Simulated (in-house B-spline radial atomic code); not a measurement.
Computed with a B-spline radial atomic code. Model: two electrons, singlet ground state, non-relativistic, full CI in B-splines with partial waves to l = 8 (at full coupling up to 3e-4 hartree above the limit, correlation up to 0.6 % small), density held at that of full coupling by Lieb maximisation.

Along the adiabatic connection the electron repulsion is scaled by a coupling λ while a local potential keeps the density fixed. At λ = 0 the system is the Kohn-Sham one and W equals the exchange energy; the exchange-correlation energy is the area under W between 0 and 1. The kinetic energy rises with λ as the electrons avoid each other, with dT/dλ = −λ dW/dλ.

Command:
```bash
python run_ac.py task.json out
```
Settings (lengths in bohr, energies in hartree):
```
potential              coulomb
strength               5
lmax                   8
```

Time taken, with all properties: 16 s on 1 thread of Intel(R) Xeon(R) Processor @ 2.30GHz, with other jobs on the host.

**W = mean repulsion less Hartree energy, and W of three functionals.**

Given: confinement point charge; nuclear charge 5; external potential -Z/r.

Computed: PBE exchange minus exact 52.272 millihartree; SCAN exchange minus exact -4.257 millihartree.

```json
{"coupling": "0", "W xc (hartree)": "-2.9019", "W xc minus exchange (millihartree)": "0", "kinetic minus Kohn-Sham (millihartree)": "0", "LDA (PW92) W minus its exchange (millihartree)": "0", "PBE W minus its exchange (millihartree)": "0", "SCAN W minus its exchange (millihartree)": "0"}
{"coupling": "0.02", "W xc (hartree)": "?", "W xc minus exchange (millihartree)": "?", "kinetic minus Kohn-Sham (millihartree)": "?", "LDA (PW92) W minus its exchange (millihartree)": "?", "PBE W minus its exchange (millihartree)": "?", "SCAN W minus its exchange (millihartree)": "?"}
{"coupling": "0.05", "W xc (hartree)": "-2.9066", "W xc minus exchange (millihartree)": "-4.67", "kinetic minus Kohn-Sham (millihartree)": "0.1", "LDA (PW92) W minus its exchange (millihartree)": "-30.43", "PBE W minus its exchange (millihartree)": "-4.69", "SCAN W minus its exchange (millihartree)": "-4.58"}
{"coupling": "0.12", "W xc (hartree)": "-2.913", "W xc minus exchange (millihartree)": "-11.146", "kinetic minus Kohn-Sham (millihartree)": "0.7", "LDA (PW92) W minus its exchange (millihartree)": "-60.54", "PBE W minus its exchange (millihartree)": "-11.31", "SCAN W minus its exchange (millihartree)": "-10.84"}
{"coupling": "0.25", "W xc (hartree)": "-2.9249", "W xc minus exchange (millihartree)": "-22.987", "kinetic minus Kohn-Sham (millihartree)": "2.9", "LDA (PW92) W minus its exchange (millihartree)": "-105.07", "PBE W minus its exchange (millihartree)": "-23.64", "SCAN W minus its exchange (millihartree)": "-22.17"}
{"coupling": "0.4", "W xc (hartree)": "-2.9383", "W xc minus exchange (millihartree)": "-36.356", "kinetic minus Kohn-Sham (millihartree)": "7.2", "LDA (PW92) W minus its exchange (millihartree)": "-147.38", "PBE W minus its exchange (millihartree)": "-37.78", "SCAN W minus its exchange (millihartree)": "-34.83"}
{"coupling": "0.6", "W xc (hartree)": "-2.9556", "W xc minus exchange (millihartree)": "-53.71", "kinetic minus Kohn-Sham (millihartree)": "15.9", "LDA (PW92) W minus its exchange (millihartree)": "-195.28", "PBE W minus its exchange (millihartree)": "-56.34", "SCAN W minus its exchange (millihartree)": "-51.1"}
{"coupling": "0.8", "W xc (hartree)": "-2.9724", "W xc minus exchange (millihartree)": "-70.547", "kinetic minus Kohn-Sham (millihartree)": "27.6", "LDA (PW92) W minus its exchange (millihartree)": "-236.88", "PBE W minus its exchange (millihartree)": "-74.49", "SCAN W minus its exchange (millihartree)": "-66.77"}
{"coupling": "1", "W xc (hartree)": "?", "W xc minus exchange (millihartree)": "?", "kinetic minus Kohn-Sham (millihartree)": "?", "LDA (PW92) W minus its exchange (millihartree)": "?", "PBE W minus its exchange (millihartree)": "?", "SCAN W minus its exchange (millihartree)": "?"}
{"coupling": "1.4", "W xc (hartree)": "-3.0201", "W xc minus exchange (millihartree)": "-118.17", "kinetic minus Kohn-Sham (millihartree)": "79.8", "LDA (PW92) W minus its exchange (millihartree)": "-338.96", "PBE W minus its exchange (millihartree)": "-126.22", "SCAN W minus its exchange (millihartree)": "-110.65"}
{"coupling": "2", "W xc (hartree)": "-3.0638", "W xc minus exchange (millihartree)": "-161.86", "kinetic minus Kohn-Sham (millihartree)": "153.9", "LDA (PW92) W minus its exchange (millihartree)": "-420.29", "PBE W minus its exchange (millihartree)": "-173.92", "SCAN W minus its exchange (millihartree)": "-150.61"}
{"coupling": "3", "W xc (hartree)": "-3.129", "W xc minus exchange (millihartree)": "-227.14", "kinetic minus Kohn-Sham (millihartree)": "316.4", "LDA (PW92) W minus its exchange (millihartree)": "-529.05", "PBE W minus its exchange (millihartree)": "-245.31", "SCAN W minus its exchange (millihartree)": "-210.14"}
{"coupling": "4.5", "W xc (hartree)": "-3.2124", "W xc minus exchange (millihartree)": "-310.52", "kinetic minus Kohn-Sham (millihartree)": "627.1", "LDA (PW92) W minus its exchange (millihartree)": "-654.69", "PBE W minus its exchange (millihartree)": "-336.77", "SCAN W minus its exchange (millihartree)": "-286.49"}
{"coupling": "7", "W xc (hartree)": "-3.3224", "W xc minus exchange (millihartree)": "-420.46", "kinetic minus Kohn-Sham (millihartree)": "1252.8", "LDA (PW92) W minus its exchange (millihartree)": "-808.05", "PBE W minus its exchange (millihartree)": "-458.62", "SCAN W minus its exchange (millihartree)": "-388.78"}
{"coupling": "10", "W xc (hartree)": "-3.4212", "W xc minus exchange (millihartree)": "-519.29", "kinetic minus Kohn-Sham (millihartree)": "2085.5", "LDA (PW92) W minus its exchange (millihartree)": "-940.61", "PBE W minus its exchange (millihartree)": "-570.79", "SCAN W minus its exchange (millihartree)": "-483.3"}
```

(1) What belongs in the row 0.02?

(2) What belongs in the row 1?

(3) What is the LDA exchange minus exact?

**Energy parts, natural occupations and partial-wave weights.**

Computed: total energy -22.0308 hartree; correlation energy -0.044548 hartree; kinetic part of the DFT correlation energy 0.042341 hartree; initial slope twice GL2 -0.093778 hartree; kinetic part over minus potential part 0.4873; Kohn-Sham kinetic 21.988 hartree; Lieb Oxford ratio E_xc over LDA exchange 1.182.

```csv
natural,occupation of the shell (electrons)
s,1.9978
p,0.0012385
s,0.00083974
d,?
p,4.6158e-05
s,1.8942e-05
```

(4) What belongs in the row d?

```
wave      weight
   s     0.99931
   p           ?
   d  3.6644e-05
   f   5.365e-06
   g   1.273e-06
```

(5) What belongs in the row p?

(6) What is the exchange energy?

(7) What is the Hartree energy?

## Answers

(1) W xc (hartree): -2.9038; W xc minus exchange (millihartree): -1.873; kinetic minus Kohn-Sham (millihartree): 0; LDA (PW92) W minus its exchange (millihartree): -14.4; PBE W minus its exchange (millihartree): -1.87; SCAN W minus its exchange (millihartree): -1.84.

(2) W xc (hartree): -2.9888; W xc minus exchange (millihartree): -86.889; kinetic minus Kohn-Sham (millihartree): 42.3; LDA (PW92) W minus its exchange (millihartree): -274.05; PBE W minus its exchange (millihartree): -92.19; SCAN W minus its exchange (millihartree): -81.89.

(3) 409.14 millihartree.

(4) occupation of the shell (electrons): 6.5207e-05.

(5) weight: 0.0006447.

(6) -2.9019 hartree.

(7) 5.8038 hartree.

Half-way to full coupling W has made 52 % of its drop, against 50 % for a straight line, and second-order (GL2) theory, half the initial slope, overshoots the correlation energy by about 5 %: correlation is weak here. Over couplings 0 to 1 the errors in E_xc come to about +291 millihartree for LDA, +50 millihartree for PBE, -2.1 millihartree for SCAN, so SCAN is nearest. In LDA and PBE and SCAN the errors of exchange and correlation have opposite signs, so the sum is smaller than the larger of the two.
